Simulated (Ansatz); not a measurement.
System: C₆H₁₂N (charge 0, doublet). It need not be the lowest isomer of its formula. SMILES: C1[CH]C(N)CCC1
Coordinates optimised at B3LYP-D3(BJ)/def2-TZVP (Ansatz, a program for electronic structure):
```xyz
19

C     -1.8915     0.1292     0.0163
C     -1.2147    -1.2489     0.1963
C      0.1881    -1.0812     0.6620
C      1.0669    -0.1773    -0.1283
C      0.3849     1.1973    -0.2840
C     -1.0298     1.0531    -0.8461
N      2.3725    -0.0176     0.5120
H     -2.0373     0.5843     1.0006
H     -2.8815     0.0029    -0.4297
H     -1.7897    -1.8690     0.8854
H     -1.2313    -1.7574    -0.7785
H      0.4794    -1.3371     1.6727
H      1.1483    -0.5931    -1.1518
H      0.3570     1.6731     0.7002
H      0.9924     1.8336    -0.9360
H     -0.9771     0.6501    -1.8639
H     -1.4989     2.0367    -0.9260
H      2.9706     0.5811    -0.0461
H      2.8374    -0.9151     0.5913
```
Charge 0, spin multiplicity 2.

Quantity: atomisation energy (electronic, to ground-state atoms), in kcal/mol. Cores are frozen in the correlated levels unless marked. Open shells are spin-unrestricted. Spin-orbit coupling is left out. No relativistic terms. The coupled-cluster limit lacks core correlation, which all-electron functionals hold. Basis-set limits of correlation are two-point, X^-3; Hartree-Fock from the larger set. The bracket is a focal-point correction in the basis named.

| level | program | atomisation energy (kcal/mol) |
|---|---|---|
| HF/cc-pVQZ | Ansatz | 1354.8 |
| SVWN5/def2-TZVPD | Ansatz | 2090.8 |
| revPBE-D3(BJ)/def2-TZVPD | Ansatz + dftd3 | 1823.3 |
| B3LYP/def2-TZVPD | Ansatz | 1811.7 |

Task: Estimate the value at RI-MP2/CBS(cc-pVTZ,cc-pVQZ)+[CCSD(T)-MP2]/cc-pVTZ as computed with Ansatz.

Result: 1824.8 kcal/mol
